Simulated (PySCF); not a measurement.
## Radial density of Be²⁺ (beryllium, charge +2)

UHF, 1s2, closed-shell 1S. Calculation: PySCF 2.14, in aug-cc-pVDZ (4s3p2d, 23 functions); the non-relativistic Hamiltonian (point nucleus).

```
r (bohr)  4πr²ρ (e/bohr)
 0.00835         0.02804
  0.0141         0.07617
  0.0236          0.1989
  0.0398          0.4961
  0.0669           1.132
   0.112           2.245
   0.189           3.517
   0.318           3.772
   0.535           2.194
   0.900          0.4694
    1.51         0.01896
    2.55       5.373e-05
```
